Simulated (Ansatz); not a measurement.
ReOCl3, SMILES [Re]([Cl])([Cl])([Cl])=[O] (connectivity only; charge and spin as stated), neutral, multiplicity 3.

Geometry optimised at r2SCAN-D4/def2-SVP. The multiplicity is an assumed one; other spin states were not compared. The def2 effective core potentials stand for the cores of Re; spin–orbit coupling is left out.

Two levels are set side by side: PBE/def2-TZVPD (Ansatz, a first-principles code) and CAM-B3LYP/def2-TZVPD (Ansatz). Energy differences of separate SCF runs at the same geometry; the states with an electron removed or added have multiplicity 2 and 2. Differences are taken from unrounded values.

```
quantity                         CAM-B3LYP   PBE  PBE minus CAM-B3LYP
-------------------------------  ---------  ----  -------------------
vertical ionisation energy (eV)       9.57  8.73                -0.84
vertical electron affinity (eV)       2.45  1.94                -0.51
```
